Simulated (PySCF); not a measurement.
Isomers of C7H12, mass 96.094 u with the commonest isotopes. The calculation used PBE0-D3(BJ)/def2-SVP geometry optimisation, gas phase (PySCF 2.14.0). One conformer each, none proved a minimum here; rigid rotors.

Question: Order these by rotational constant A, largest first.
A. `[CH2:1]1[CH2:2][C@@H:3]2[CH2:4][CH2:5][C@@H:6]2[CH2:7]1` with C7–C1–C2–C3 38°, C1–C2–C3–C4 74°, C2–C3–C4–C5 -108°, C3–C4–C5–C6 0°
B. `[CH2:1]=[CH:2][C:3](=[CH2:4])[CH:5]([CH3:6])[CH3:7]` with C1–C2–C3–C4 -176°, C2–C3–C5–C6 -158°
C. `C[C@@H]1[C@H]2C[C@@H](C)[C@@H]12`
D. `[CH2:1]=[C:2]([CH2:3][CH3:4])[CH:5]1[CH2:6][CH2:7]1` with C1–C2–C3–C4 0°, C1–C2–C5–C6 -35°

Answer: D (6291 MHz), C (4975 MHz), A (4190 MHz), B (3502 MHz).

Question: Order these by rotational constant B, largest first.
A. `C[C@@H]1[C@H]2C[C@@H](C)[C@@H]12`
B. `[CH2:1]=[C:2]([CH2:3][CH3:4])[CH:5]1[CH2:6][CH2:7]1` with C1–C2–C3–C4 0°, C1–C2–C5–C6 -35°
C. `[CH2:1]=[CH:2][C:3](=[CH2:4])[CH:5]([CH3:6])[CH3:7]` with C1–C2–C3–C4 -176°, C2–C3–C5–C6 -158°
D. `[CH2:1]1[CH2:2][C@@H:3]2[CH2:4][CH2:5][C@@H:6]2[CH2:7]1` with C7–C1–C2–C3 38°, C1–C2–C3–C4 74°, C2–C3–C4–C5 -108°, C3–C4–C5–C6 0°

Answer: D (2888 MHz), C (2095 MHz), A (2019 MHz), B (1472 MHz).

Question: Order these by radius of gyration √(Σ m r²/M), largest first.
A. `[CH2:1]=[CH:2][C:3](=[CH2:4])[CH:5]([CH3:6])[CH3:7]` with C1–C2–C3–C4 -176°, C2–C3–C5–C6 -158°
B. `[CH2:1]=[C:2]([CH2:3][CH3:4])[CH:5]1[CH2:6][CH2:7]1` with C1–C2–C3–C4 0°, C1–C2–C5–C6 -35°
C. `C[C@@H]1[C@H]2C[C@@H](C)[C@@H]12`
D. `[CH2:1]1[CH2:2][C@@H:3]2[CH2:4][CH2:5][C@@H:6]2[CH2:7]1` with C7–C1–C2–C3 38°, C1–C2–C3–C4 74°, C2–C3–C4–C5 -108°, C3–C4–C5–C6 0°

Answer: B (2.042 Å), A (1.919 Å), C (1.837 Å), D (1.648 Å).

| SMILES | point group | Ia (u·Å²) | Ib (u·Å²) | Ic (u·Å²) | κ | μa (D) | μb (D) | μc (D) |
| --- | --- | --- | --- | --- | --- | --- | --- | --- |
| C=CC(=C)C(C)C | C1 | 144.31 | 241.19 | 322.25 | -0.45 | 0.18 | 0.19 | 0.04 |
| C=C(CC)C1CC1 | Cs | 80.33 | 343.39 | 377.84 | -0.95 | 0.08 | 0.68 | 0.00 |
| C[C@@H]1[C@H]2C[C@@H](C)[C@@H]12 | C1 | 101.59 | 250.26 | 296.84 | -0.81 | 0.03 | 0.02 | 0.19 |
| C1C[C@@H]2CC[C@@H]2C1 | Cs | 120.63 | 174.99 | 226.29 | -0.33 | 0.07 | 0.00 | 0.11 |
